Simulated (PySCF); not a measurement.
How methods differ on the excitation energy of Pt⁺

Pt⁺ [Xe] 4f14 5d9 (2D) → Pt⁺ [Xe] 4f14 5d8 6s1 (4F), as a difference of total energies. Computed with PySCF 2.14 in def2-TZVPPD with the def2 core potential (60 electrons) (6s5p3d2f1g, 59 functions), with scalar relativity through the core potential. Correlated levels: valence: 5s2 5p6 frozen. The calculations carry no spin-orbit coupling.

```tsv
method	excitation energy (eV)
UHF	0.300
MP2 (valence)	0.943
SCS-MP2 (valence)	1.094
CCSD (valence)	0.859
CCSD(T) (valence)	0.929
```

Task: How much does correlation contribute at CCSD(T) (valence)?

Result: 0.929 − (0.300) = 0.629 eV, measured against UHF.
